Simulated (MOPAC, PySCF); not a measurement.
HAlF2, SMILES `[F][AlH][F]`, neutral singlet in the gas phase. 

Cartesian coordinates (Å):
```xyz
4

F      1.4058    -0.8091     0.0037
Al    -0.0001     0.0325     0.0000
F     -1.4025    -0.8148    -0.0029
H     -0.0032     1.5915    -0.0008
```
Charge 0, spin multiplicity 1.

All levels are single points at this geometry (PBE0-D3(BJ)/def2-TZVP); Pople sets use spherical d functions. Orbital energies aren't observables, and empty levels follow the basis.

B3LYP/3-21G in PySCF gives HOMO (eV) = -9.41.

### Question
Estimate the HOMO (eV) from each of these levels: M06-2X/def2-TZVP in PySCF; B3LYP/6-31G* in PySCF; B3LYP/LANL2DZ in PySCF; HF/3-21G in PySCF; PM3 in MOPAC.

### Answer

| level | HOMO (eV) |
|---|---|
| M06-2X/def2-TZVP in PySCF | -11.49 |
| B3LYP/6-31G* in PySCF | -9.69 |
| B3LYP/LANL2DZ in PySCF | -10.13 |
| HF/3-21G in PySCF | -13.47 |
| PM3 in MOPAC | -11.21 |
